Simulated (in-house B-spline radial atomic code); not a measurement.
**RPA and G0W0 on LDA exchange-only: Os IX (Os8+)**

Configuration [Xe] 4f14, mean-field start LDA exchange-only. Computed with a B-spline radial code for spherical atoms: all electrons, scalar-relativistic (spin-free one-electron X2C), finite nucleus, each spin shell either full or empty, empty states to l = 9 with an (l + 1/2)⁻⁴ tail; G0W0 by contour deformation at full frequency.

Without the two-electron picture change, the correlation of inner shells comes somewhat too large for so heavy an element.

Command:
```bash
python run_gw.py task.json out
```
Settings (radii: box in bohr, nucleus in fm):
```
Z                        76
electrons                68
configuration            [Xe] 4f14
hamiltonian              x2c
method                   lda,
lmax                     9
rms_radius               5.4126
spin_polarised           False
box_radius               7.7
intervals                65
```

Time taken, with all properties: 6.9 s on 1 thread of Arm Neoverse N1, with other jobs on the host.

Energies (hartree):

| term | value |
| --- | --- |
| mean-field total | -17222.20452 |
| Hartree-Fock functional on these orbitals | -17235.42974 |
| direct second order | -7.2566 |
| second-order exchange | 1.8009 |
| SOSEX correction | 1.6875 |

Problem. What is the RPA correlation energy, and what remains with SOSEX?

Solution. RPA gives -6.3269 hartree (-2.53 eV per electron); RPA + SOSEX gives -4.6394, and the second-order doubles -5.4557 hartree (no singles). SOSEX takes back 27 % of the RPA value.

Quasi-particle levels (eV):

| level | occupied | mean field | Σx - vxc | Σc | QP weight | G0W0 |
| --- | --- | --- | --- | --- | --- | --- |
| 5p | yes | -160.85 | -11.69 | ? | ? | ? |
| 4f | yes | -167.73 | -23.58 | 4.70 | 0.946 | -186.61 |
| 5d | no | -107.64 | 7.86 | -2.09 | 0.978 | -101.87 |

G0W0 = mean field + (Σx - vxc) + Σc, with Σc (partial-wave tail included) taken at the quasi-particle energy. Only the outer levels were computed. Levels of low weight are left out.

Problem. Where does G0W0 put 5p?

Solution. At -173.36 eV, with Σc = -0.83 eV and a quasi-particle weight of 0.969. The tabulated removal energy is 168.7 ± 0.5 eV (NIST, semi-empirical); the calculation leaves out spin-orbit coupling, Breit and QED terms, and what these don't explain is the method's own error.
